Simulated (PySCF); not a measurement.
Radial density of Br²⁺ (bromine, charge +2)

UHF, [Ar] 3d10 4s2 4p3, high-spin 4S determinant. Calculation: PySCF 2.14, in aug-cc-pVDZ-DK (6s5p3d, 36 functions); scalar relativity by spin-free X2C-1e.

```csv
r (bohr),4πr²ρ (e/bohr),4πr²(ρα − ρβ)
0.000952,0.5766,0.0000
0.00160,1.375,0.0000
0.00269,3.229,0.0000
0.00453,7.293,0.0001
0.00762,15.25,0.0003
0.0128,27.85,0.0016
0.0216,40.65,0.0075
0.0363,42.19,0.0326
0.0610,35.36,0.1018
0.103,46.46,0.1555
0.173,45.85,0.0138
0.290,27.88,0.1587
0.488,34.83,0.3042
0.821,12.99,0.1520
1.38,4.384,1.8931
2.32,1.591,1.0812
3.91,0.08719,0.0744
6.58,0.0001009,0.0001
```

Densities and radii are taken from the X2C orbitals without a picture-change correction, which distorts them close to the nucleus.
